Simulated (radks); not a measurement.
Effect of the nuclear size on the iron ion Fe7+, [Ar] 3d1. Method: Dirac Kohn-Sham, PBE, spin-unpolarised, spherical densities, finite nucleus; open shells fill j = l - 1/2 first; Fermi nuclear charge, rms radius 3.7377 fm; computed with a radial shooting solver on a logarithmic mesh with Libxc functionals. The rms radius is varied about that value; shifts are against it.

\begin{tabular}{lrrrrrr}
rms radius (fm) & total energy shift (eV) & density at nucleus (e/bohr^3) & 1s1/2 shift (meV) & 2s1/2 shift (meV) & 3s1/2 shift (meV) & 4s1/2 (empty) shift (meV) \\ \hline
3.334 & -0.0227 & 1.519e+04 & -9.60 & -0.861 & -0.141 & -0.034 \\
3.4349 & -0.0172 & 1.517e+04 & -7.30 & -0.655 & -0.107 & -0.026 \\
3.7377 & 0 & 1.512e+04 & 0.000 & 0.000 & 0.000 & 0.000 \\
3.9993 & 0.0160 & 1.507e+04 & 6.78 & 0.608 & 0.099 & 0.024 \\
4.4441 & 0.0456 & 1.5e+04 & 19.3 & 1.73 & 0.283 & 0.068 \\
\end{tabular}

Slopes of the eigenvalues against <r^2> in GHz/fm^2, as finite differences over the two radii next to the reference (eigenvalue slopes, not the field-shift constants of lines): 1s1/2 811, 2s1/2 72.8, 3s1/2 11.9, 4s1/2 (empty) 2.87.
